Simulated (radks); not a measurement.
Results of a calculation; reference values are marked as such.
Neutral ruthenium inside a hard spherical wall (all orbitals vanish at R), configuration held at [Kr] 4d7 5s1 and not refilled when levels cross. Code: a radial shooting solver on a logarithmic mesh with Libxc functionals. Model: scalar-relativistic Kohn-Sham, r2SCAN, spin-polarised, spherical densities, finite nucleus; open shells are filled with parallel spins first (spin-orbit coupling, left out, can overturn this in heavy ions); meta-GGA in the generalised Kohn-Sham scheme; Fermi nuclear charge, rms radius 4.4809 fm. Eigenvalues in eV for spin up, with the zero of energy where the potential of the charges vanishes at infinity; a dash marks a level that is unbound or too diffuse for the functional's potential to be trusted. A positive occupied level is held by the wall or, in an anion where self-interaction has pushed it up, behind a barrier. The pressure on the wall is -dE/dV.

\begin{tabular}{lrrrrrrrrr}
R (bohr) & E (hartree) & kinetic (hartree) & e(4s) & e(4p) & e(4d) & e(5s) & e(5p, empty) & e(6s, empty) & pressure (GPa) \\ \hline
free & -4531.39370 & 4685.947 & -79.366 & -48.739 & -6.282 & -5.029 & -0.925 & - & 0 \\
20 & -4531.39370 & 4685.947 & -79.366 & -48.739 & -6.282 & -5.029 & -0.925 & - & < 0.0001 \\
15 & -4531.39370 & 4685.947 & -79.366 & -48.739 & -6.282 & -5.029 & -0.920 & 1.061 & < 0.0001 \\
12 & -4531.39368 & 4685.947 & -79.363 & -48.736 & -6.279 & -5.027 & -0.893 & 1.858 & 0.000448 \\
6 & -4531.36484 & 4686.127 & -78.408 & -47.792 & -5.437 & -4.036 & 1.297 & 14.329 & 2.28 \\
3.5 & -4530.61824 & 4689.261 & -70.047 & -39.798 & 2.334 & 9.876 & 20.670 & 75.620 & 224 \\
3 & -4529.67587 & 4692.888 & -64.181 & -34.183 & 8.602 & 23.533 & 37.642 & 119.63 & 750 \\
2.5 & -4527.15288 & 4702.381 & -53.422 & -23.455 & 21.457 & 54.222 & 73.517 & 203.62 & 3090 \\
\end{tabular}
